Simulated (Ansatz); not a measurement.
System: C2H8ClSi2, charge 0, multiplicity 2. SMILES: [CH2][SiH](C)[SiH2]Cl
Geometry: optimised at B3LYP-D3(BJ)/def2-TZVP (Ansatz, an electronic-structure program).

Property: atomisation energy, in kcal/mol. Set-up: 6-311+G** with 5d, 6d on Na to Ar in Ansatz; dispersion terms only where a functional's name holds one; six Cartesian d functions in 6-31G* and its kin unless marked 5d; no spin-orbit coupling; atomisation electronic, to ground-state atoms; non-relativistic; LANL2DZ with its own core potentials from Na on; UHF or UKS for open shells; valence correlation only. CBS(X,Y): correlation extrapolated as X^-3; Hartree-Fock from the larger set. First-principles rows: single points at B3LYP-D3(BJ) geometries (Ansatz).

Coupled cluster (Ansatz) is a level with limits of its own, used here on species with T1 under 0.025 (0.045 for open shells) and stable references: CCSD(T)/CBS(cc-pV(T+d)Z,cc-pV(Q+d)Z).

Value to compare with, CCSD(T)/CBS(cc-pV(T+d)Z,cc-pV(Q+d)Z) (Ansatz): 1052.8 kcal/mol.

```tsv
level	program	atomisation energy (kcal/mol)	difference
B3LYP/STO-3G	Ansatz	1329.1	276.3
B3LYP/3-21G	Ansatz	990.9	-61.9
B3LYP/LANL2DZ	Ansatz	994.5	-58.3
B3LYP/6-31G	Ansatz	973.4	-79.4
B3LYP/6-31G*	Ansatz	1028.9	-23.9
B3LYP/6-31+G*	Ansatz	1024.8	-28.0
B3LYP/6-31G**	Ansatz	1036.0	-16.8
B3LYP/def2-SVP	Ansatz	1033.8	-19.0
B3LYP/cc-pVDZ	Ansatz	1012.3	-40.5
B3LYP/6-311+G**	Ansatz	1025.5	-27.3
B3LYP/def2-TZVPD	Ansatz	1037.6	-15.2
```

Among the 10 habitual levels, B3LYP/STO-3G lies farthest from CCSD(T)/CBS(cc-pV(T+d)Z,cc-pV(Q+d)Z) (Ansatz) (276.3 kcal/mol) and B3LYP/6-31G** nearest (-16.8); 1 of 10 lie above it, and their mean absolute difference is 63.1 kcal/mol, the median 34.2. One case shows no general order.

The sets are all those run for this method; left out are runs that failed, that the program found above a lower state of the same kind, or whose <S^2> lies over 0.5 above the pure value.
